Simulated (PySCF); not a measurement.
A survey of $^{17}$O NMR shifts

Theoretical values (PySCF): PBE0/pcSseg-1 with gauge-including orbitals, GFN2-xTB geometry. Fast rotation and ring inversion assumed for equivalent nuclei, single conformer, non-relativistic, isolated molecule.

Shieldings were converted by a linear fit to measured shifts: $^{17}$O (scatter 10.7 ppm rms, 12.2 ppm with the 3 outliers that the fit left out vs liquid water, solution or neat liquid). A few per cent of atoms miss by over 2 rms, more outside the fitted compound classes.

Problem. Give the $^{17}$O shifts of `CC1=C(F)[P@@]1(=O)c1ccco1`, `CC(C)(C)O[SiH3]`, `C[SiH2][Si@@H]([SiH3])/C(C=O)=C/Cl`.

Solution. 
```csv
compound,environment,δ (ppm)
[CH3:1][C:2]1=[C:3]([F:4])[P@@:5]1(=[O:6])[c:7]1[cH:8][cH:9][cH:10][o:11]1,O11: aromatic ring oxygen,241.4
[CH3:1][C:2]1=[C:3]([F:4])[P@@:5]1(=[O:6])[c:7]1[cH:8][cH:9][cH:10][o:11]1,O6: P=O oxygen,63.5
CC(C)(C)O[SiH3],"oxygen bonded to C, Si",15.6
C[SiH2][Si@@H]([SiH3])/C(C=O)=C/Cl,aldehyde oxygen,588.9
```

Problem. Order these by $^{17}$O shift, lowest first.
A. Cc1coc(C)p1
B. C=C(Cl)[Si@@H]1C[Si@H](C)[SiH2]O1
C. C=C1C[C@@H](C=O)[C@H]1CCC
D. CO[SiH2]C(C)=C(F)F

Solution. D (-46.0 ppm, oxygen bonded to C, Si), B (7.4 ppm, oxygen bonded to 2 Si, in a 5-membered ring), A (286.2 ppm, aromatic ring oxygen), C (603.9 ppm, aldehyde oxygen).
